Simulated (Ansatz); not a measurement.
Program: Ansatz. Geometries: PBE0-D4/def2-TZVP. ΔE: electronic, gas phase. CCSD(T)/CBS adds triple-zeta CCSD(T) − MP2 to the extrapolated MP2 energy (def2 sets, frozen cores). This one scheme is used for every species. DFT in def2-TZVPP. One conformer a species, not always the lowest.

Consider the substitution at a C–C bond: `N=CC([SiH3])Cl` + H–F → `FC([SiH3])Cl` + `C=N`.

```
     level  ΔE (kJ/mol)
r2SCAN0-D4         74.3
   ωB97X-V         64.7
       PBE         63.1
      PBE0         69.4
```

What does CCSD(T)/CBS give? (Best estimate.)

The calculation gave: +81.2 kJ/mol. The listed levels differ from it by -6.9, -16.5, -18.1, -11.8 kJ/mol.

What do rigid-rotor, harmonic-oscillator terms from PBE0-D4/def2-TZVP frequencies (298.15 K, 1 bar) make of the CCSD(T)/CBS value? (An estimate is asked.)

The calculation gave: ΔZPE = +2.1 kJ/mol, ΔH = +81.3 kJ/mol, ΔS = 22 J/(mol·K), ΔG = +74.7 kJ/mol.

Largest T1 diagnostic among the species: 0.012.

From BLYP to BHLYP (50 % exact exchange), in def2-TZVPP and without D4, ΔE moves by +11.4 kJ/mol. In def2-TZVPP, CCSD(T) changes the Hartree–Fock value by +24.2 kJ/mol (the triples alone add +3.0 kJ/mol) and MP2 by +38.5 kJ/mol. The D4 term adds +11.1 kJ/mol with B3LYP and +6.3 kJ/mol with PBE0; it sums over pairs of atoms, weighted by their polarisabilities, and B3LYP, whose exchange is more repulsive, gets the larger term.

CCSD(T)/CBS has its own doubt, a few kJ/mol and more with outer-core shells, so smaller differences from it don't rank the levels.

B3LYP here is the variant with VWN-RPA as its local correlation; programs differ in this.
